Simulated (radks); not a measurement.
Removal energies from the niobium ion Nb4+, [Kr] 4d1, by Delta-SCF beside the eigenvalue of the level emptied. Calculated with a radial shooting solver on a logarithmic mesh with Libxc functionals: non-relativistic Kohn-Sham, PBE, spin-polarised, spherical densities, point nucleus. Open shells are filled with parallel spins first.

removed from    final configuration  Delta-SCF (eV)  -eigenvalue (eV)
4d                             [Kr]          51.099            44.383
4p            [Ar] 3d10 4s2 4p5 4d1          85.792            77.840
4s            [Ar] 3d10 4s1 4p6 4d1          108.52            100.07
3d             [Ar] 3d9 4s2 4p6 4d1          265.37            246.65
